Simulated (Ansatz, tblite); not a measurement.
Removing an electron: (H2Al-mu-SH)2 (Al₂H₆S₂). Charge 0, multiplicity 1. Geometry: B3LYP-D4/def2-SVP. Ansatz, gas phase; energy differences of separate SCF runs; the oxidised species was run as a doublet alone.

Cartesian coordinates in Å:
```
Al 0.2345 1.2710 1.0260
H -1.0704 1.7185 1.7968
H 1.6785 1.8964 1.1389
S -0.2706 1.1416 -1.3175
Al 0.3641 -1.1646 -1.1109
H -0.8691 -2.0634 -1.5217
H 1.8470 -1.2696 -1.6390
S 0.4974 -1.1013 1.2853
H -1.6019 0.9427 -1.1716
H -0.8095 -1.3713 1.5137
```

The xTB rows come from tblite. HOMO above LUMO, or a gap near zero within one spin, warns that the state may not be the lowest or that an electron is smeared out.

| level | −HOMO (eV) | vertical IE (eV) | −LUMO (eV) | HOMO–LUMO gap (eV) | remarks |
| --- | --- | --- | --- | --- | --- |
| GFN1-xTB | 11.30 | 14.27 | 5.25 | 6.06 | – |
| GFN2-xTB | 11.43 | 13.80 | 6.70 | 4.74 | – |
| r2SCAN-D4/def2-TZVP | 7.47 | 9.90 | 1.25 | 6.23 | gap within one spin near zero (+1 doublet) |
| PBE0-D4/def2-TZVP | 8.35 | 10.14 | 0.66 | 7.69 | – |

Relaxing the oxidised species (B3LYP-D4/def2-SVP) changes its energy by -0.26 eV at PBE0-D4/def2-TZVP, so the adiabatic ionisation energy to this nearest minimum is 9.88 eV.  Run but left out: PBE-D4/def2-TZVP (charge +1 doublet: an occupied level 0.01 eV above an empty one).  Raw xTB energy differences between charge states are shifted by several eV; the methods need an empirical correction for them.
